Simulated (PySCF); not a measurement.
B(OH)(OMe)2 (C₂H₇BO₃), SMILES COB(O)OC. The structure is a stationary point at PBE0-D3(BJ)/def2-SVP. The values are those of a single conformer.

Computed equilibrium geometry at PBE0-D3(BJ)/def2-SVP (PySCF confirms it by a frequency run) as bond lengths and angles (one conformer of several):
Atoms: B1 O2 H3 O4 C5 H6 H7 H8 O9 C10 H11 H12 H13. Bonded distances (Å): B1–O2 1.364, B1–O4 1.360, B1–O9 1.363, O2–H3 0.962, O4–C5 1.403, C5–H6 1.103, C5–H7 1.100, C5–H8 1.103, O9–C10 1.403, C10–H11 1.101, C10–H12 1.100, C10–H13 1.103. Angles (°): O2–B1–O4 120.5, O2–B1–O9 119.4, O4–B1–O9 120.1, B1–O2–H3 110.7, B1–O4–C5 120.6, O4–C5–H6 111.7, O4–C5–H7 108.3, O4–C5–H8 111.7, H6–C5–H7 108.6, H6–C5–H8 107.8, H7–C5–H8 108.7, B1–O9–C10 121.0, O9–C10–H11 111.8, O9–C10–H12 108.5, O9–C10–H13 111.2, H11–C10–H12 109.1, H11–C10–H13 107.9, H12–C10–H13 108.3.
